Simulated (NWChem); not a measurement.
System: TeCl$_{4}$; SMILES Cl[Te](Cl)(Cl)Cl

Input file for NWChem:

```
start job
memory heap 200 mb stack 900 mb global 1100 mb
geometry units angstroms noautoz
  Te     0.000000     0.000000     0.408520
  Cl     1.804801     0.000000    -1.084120
  Cl     0.000000     2.446656     0.382171
  Cl    -1.804801     0.000000    -1.084120
  Cl     0.000000    -2.446656     0.382171
end
basis spherical
  * library def2-svpd
end
ecp
  Te library def2-ecp
end
dft
  xc b3lyp
  iterations 150
  grid medium becke
end
task dft gradient
```

NWChem printed, in part:

```
             Northwest Computational Chemistry Package (NWChem) 7.3.0
             --------------------------------------------------------

 C2V symmetry detected

                             Geometry "geometry" -> ""
                             -------------------------

 Output coordinates in angstroms (scale by  1.889725989 to convert to a.u.)

  No.       Tag          Charge          X              Y              Z
 ---- ---------------- ---------- -------------- -------------- --------------
    1 Te                  52.0000     0.00000000     0.00000000     0.43038022
    2 Cl                  17.0000     1.80480100     0.00000000    -1.06225978
    3 Cl                  17.0000     0.00000000     2.44665600     0.40403122
    4 Cl                  17.0000    -1.80480100     0.00000000    -1.06225978
    5 Cl                  17.0000     0.00000000    -2.44665600     0.40403122

 Effective nuclear repulsion energy (a.u.)    1036.6932602729

      Symmetry information
      --------------------

 Group name             C2v
 Group number             16
 Group order               4
 No. of unique centers     3

                                 NWChem DFT Module
                                 -----------------

 Summary of "ao basis" -> "ao basis" (spherical)
 ------------------------------------------------------------------------------
       Tag                 Description            Shells   Functions and Types
 ---------------- ------------------------------  ------  ---------------------
 Te                        def2-svpd                13       35   5s5p3d
 Cl                        def2-svpd                11       27   5s4p2d

      Symmetry analysis of basis
      --------------------------

        a1         54
        a2         19
        b1         35
        b2         35

            General Information
            -------------------
          SCF calculation type: DFT
          Wavefunction type:  closed shell.
          No. of atoms     :     5
          No. of electrons :    92
           Alpha electrons :    46
            Beta electrons :    46
          Charge           :     0
          Spin multiplicity:     1
          Use of symmetry is: on ; symmetry adaption is: on
          Maximum number of iterations: 150
          AO basis - number of functions:   143
                     number of shells:    57
          Convergence on energy requested:  1.00D-06
          Convergence on density requested:  1.00D-05
          Convergence on gradient requested:  5.00D-04

              XC Information
              --------------
                         B3LYP Method XC Potential
                     Hartree-Fock (Exact) Exchange  0.200
                        Slater Exchange Functional  0.800 local
                    Becke 1988 Exchange Functional  0.720 non-local
              Lee-Yang-Parr Correlation Functional  0.810
                  VWN I RPA Correlation Functional  0.190 local

             Grid Information
             ----------------
          Grid used for XC integration:  medium
          Radial quadrature: Mura-Knowles
          Angular quadrature: Lebedev.
          Tag              B.-S. Rad. Rad. Pts. Rad. Cut. Ang. Pts.
          ---              ---------- --------- --------- ---------
          Te                  1.40      123          12.0       590
          Cl                  1.00       88          15.0       590
          Grid pruning is: on
          Number of quadrature shells:   299
          Spatial weights used: Becke

      Superposition of Atomic Density Guess
      -------------------------------------

 Sum of atomic energies:       -2148.54000633

      Non-variational initial energy
      ------------------------------

 Total energy =   -2104.828604
 1-e energy   =   -4235.509921
 2-e energy   =    1514.979458
 HOMO         =      -0.319333
 LUMO         =      -0.059944

      Symmetry analysis of molecular orbitals - initial
      -------------------------------------------------

  Numbering of irreducible representations:

     1 a1          2 a2          3 b1          4 b2

  Orbital symmetries:

     1 a1          2 b1          3 a1          4 b2          5 a1
     6 b1          7 b2          8 a1          9 a1         10 b1
    11 b2         12 a1         13 a2         14 b1         15 b2
    16 a1         17 a2         18 b2         19 b1         20 a1
    21 a1         22 b2         23 b1         24 a1         25 a1
    26 b1         27 a2         28 b2         29 a1         30 a1
    31 b2         32 b1         33 a1         34 a1         35 b2
    36 b1         37 a1         38 a2         39 b2         40 a1
    41 b1         42 a1         43 b1         44 b2         45 a2
    46 a1         47 a1         48 b1         49 b2         50 a1
    51 a1         52 b1         53 b2         54 a1         55 b1
    56 b2

   convergence    iter        energy       DeltaE   RMS-Dens  Diis-err
 ---------------- ----- ----------------- --------- --------- ---------
 d= 0,ls=0.0,diis     1  -2108.2664331150 -2.72D+03  2.37D-02  1.31D+00
 d= 0,ls=0.0,diis     2  -2107.7642526472  5.02D-01  1.46D-02  4.46D+00
 d= 0,ls=0.0,diis     3  -2108.4526895847 -6.88D-01  2.38D-03  3.11D-02
 d= 0,ls=0.0,diis     4  -2108.4551227406 -2.43D-03  1.09D-03  1.69D-02
 d= 0,ls=0.0,diis     5  -2108.4576405061 -2.52D-03  2.18D-04  5.58D-04
  Resetting Diis
 d= 0,ls=0.0,diis     6  -2108.4577207328 -8.02D-05  5.47D-05  4.62D-05
 d= 0,ls=0.0,diis     7  -2108.4577278461 -7.11D-06  2.06D-05  2.13D-06
 d= 0,ls=0.0,diis     8  -2108.4577277806  6.55D-08  1.17D-05  2.49D-06
 d= 0,ls=0.0,diis     9  -2108.4577281537 -3.73D-07  2.53D-06  1.36D-07

         Total DFT energy =    -2108.457728153728
      One electron energy =    -4234.210572967569
           Coulomb energy =     1643.932993781107
    Exchange-Corr. energy =     -133.882008016251
 Nuclear repulsion energy =      615.701859048985

 Numeric. integr. density =       92.000001614328

                  Occupations of the irreducible representations
                  ----------------------------------------------

                     irrep           alpha         beta
                     --------     --------     --------
                     a1               19.0         19.0
                     a2                5.0          5.0
                     b1               11.0         11.0
                     b2               11.0         11.0

                       DFT Final Molecular Orbital Analysis
                       ------------------------------------

 Vector   44  Occ=2.000000D+00  E=-3.275967D-01  Symmetry=b2
              MO Center=  6.1D-14,  2.1D-13,  1.4D-01, r^2= 6.9D+00
   Bfn.  Coefficient  Atom+Function         Bfn.  Coefficient  Atom+Function
  ----- ------------  ---------------      ----- ------------  ---------------
    76      0.380921  3 Cl pz               130     -0.380921  5 Cl pz
    73      0.302343  3 Cl pz               127     -0.302343  5 Cl pz
    48      0.208985  2 Cl py               102      0.208985  4 Cl py
    70      0.173581  3 Cl pz               124     -0.173581  5 Cl pz
    45      0.170642  2 Cl py                99      0.170642  4 Cl py

 Vector   45  Occ=2.000000D+00  E=-3.245922D-01  Symmetry=a2
              MO Center= -7.7D-14,  2.5D-13,  1.0D-01, r^2= 6.9D+00
   Bfn.  Coefficient  Atom+Function         Bfn.  Coefficient  Atom+Function
  ----- ------------  ---------------      ----- ------------  ---------------
    74      0.387424  3 Cl px               128     -0.387424  5 Cl px
    71      0.307388  3 Cl px               125     -0.307388  5 Cl px
    48     -0.220956  2 Cl py               102      0.220956  4 Cl py
    45     -0.177000  2 Cl py                68      0.176346  3 Cl px
    99      0.177000  4 Cl py               122     -0.176346  5 Cl px

 Vector   46  Occ=2.000000D+00  E=-3.100326D-01  Symmetry=a1
              MO Center= -9.4D-15,  9.6D-15,  3.8D-01, r^2= 6.6D+00
   Bfn.  Coefficient  Atom+Function         Bfn.  Coefficient  Atom+Function
  ----- ------------  ---------------      ----- ------------  ---------------
     3      0.357853  1 Te s                 75      0.323162  3 Cl py
   129     -0.323162  5 Cl py                76     -0.262221  3 Cl pz
   130     -0.262221  5 Cl pz                72      0.247287  3 Cl py
   126     -0.247287  5 Cl py                 4      0.245170  1 Te s
    73     -0.204206  3 Cl pz               127     -0.204206  5 Cl pz

 Vector   47  Occ=0.000000D+00  E=-1.527400D-01  Symmetry=a1
              MO Center= -3.1D-13, -1.3D-14, -1.5D-01, r^2= 4.7D+00
   Bfn.  Coefficient  Atom+Function         Bfn.  Coefficient  Atom+Function
  ----- ------------  ---------------      ----- ------------  ---------------
    14      0.545066  1 Te pz                17      0.481586  1 Te pz
     3     -0.471087  1 Te s                 47     -0.334034  2 Cl px
   101      0.334034  4 Cl px                 4     -0.225402  1 Te s
    44     -0.213987  2 Cl px                98      0.213987  4 Cl px
    11     -0.189560  1 Te pz                 2      0.158787  1 Te s

[...]

                         DFT ENERGY GRADIENTS

    atom               coordinates                        gradient
                 x          y          z           x          y          z
   1 Te      0.000000   0.000000   0.813301    0.000000   0.000000  -0.011309
   2 Cl      3.410579   0.000000  -2.007380   -0.008386   0.000000   0.006734
   3 Cl      0.000000   4.623509   0.763508    0.000000  -0.011181  -0.001080
   4 Cl     -3.410579   0.000000  -2.007380    0.008386   0.000000   0.006734
   5 Cl      0.000000  -4.623509   0.763508   -0.000000   0.011181  -0.001080
```

Level: B3LYP/def2-SVPD with def2 effective core potentials on Te. All runs use the structure optimised with PBE0/def2-SVP. No frequency run checked for a minimum. def2 effective core potentials on Te; no spin-orbit coupling.
